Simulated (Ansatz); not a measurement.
`[F][GeH2][Cl]` + NH₃ → `[NH2][GeH2][F]` + HCl at 400 K and 1 bar (ligand exchange at a Ge–Cl bond).

Program: Ansatz. Geometries: PBE0-D4/def2-TZVP. ΔE: electronic, gas phase. CCSD(T)/CBS adds triple-zeta CCSD(T) − MP2 to the extrapolated MP2 energy (def2 sets, frozen cores). This one scheme is used for every species. For Ge outer-core shells are correlated without core-valence functions, which leaves a few kJ/mol of doubt a bond. Scalar relativity is left out up to krypton. One conformer a species, not always the lowest.

| species | CCSD(T)/CBS energy (Eh) | H − E (kJ/mol) | S (J/(mol·K)) |
| --- | --- | --- | --- |
| `[F][GeH2][Cl]` | -2636.95386 | 72.2 | 315.0 |
| NH₃ | -56.50880 | 104.2 | 203.1 |
| `[NH2][GeH2][F]` | -2233.06137 | 139.7 | 319.2 |
| HCl | -460.38127 | 29.6 | 195.4 |

H − E and S are ideal-gas, rigid-rotor, harmonic terms from PBE0-D4/def2-TZVP, for one conformer and one mirror image of each species. 1 Eh = 2625.50 kJ/mol, R = 8.31446 J/(mol·K).

By hand: ΔE, ΔH, ΔS and ΔG.

ΔE = (-2233.06137) + (-460.38127) − (-2636.95386) − (-56.50880) = 0.02002 Eh = 52.6 kJ/mol. Δ(H − E) = 139.7 + 29.6 − 72.2 − 104.2 = -7.1, so ΔH = 45.5 kJ/mol. ΔS = 319.2 + 195.4 − 315.0 − 203.1 = -3.5 J/(mol·K). ΔG = 45.5 − 400 × (-3.5)/1000 = 46.9 kJ/mol.

By hand: the equilibrium constant, and the temperature at which ΔG would vanish if ΔH and ΔS stayed fixed.

log₁₀ K = −ΔG/(RT ln 10) = -6.1. ΔH and −TΔS have one sign here, so there is no such temperature. One of them is within its doubt of zero, so this could turn.

The number of gas molecules stays the same, so ΔS is small and ΔH decides. A doubt of 5 kJ/mol in ΔE shifts log₁₀ K by 0.7 here. Other conformers and mirror images would add mixing entropy, several J/(mol·K) or more a flexible species. These are equilibria of isolated gas molecules and say nothing of rates. Largest T1 diagnostic: 0.011 (customary marks: 0.02 for closed shells, 0.045 for open ones).
